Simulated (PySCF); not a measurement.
Cl₂HInS, SMILES [SH][In]([Cl])[Cl]. Coordinates come from a B3LYP-D3(BJ)/def2-SVP optimisation. The def2 effective core potentials stand for the cores of In; spin–orbit coupling is left out. Other conformers were not sampled.

Give the equilibrium geometry at B3LYP-D3(BJ)/def2-SVP (PySCF confirms it by a frequency run) as Cartesian coordinates in Å, and its point group. (The exact figures need the calculation; the answer reports its results.)

This is not unique; one that fits is point group Cs.
```xyz
5

In     0.0190    -0.0017     0.0000
Cl     1.5267     1.7960     0.0000
Cl    -2.2754     0.5158     0.0000
S      0.7689    -2.2795     0.0000
H     -0.5034    -2.7469     0.0000
```
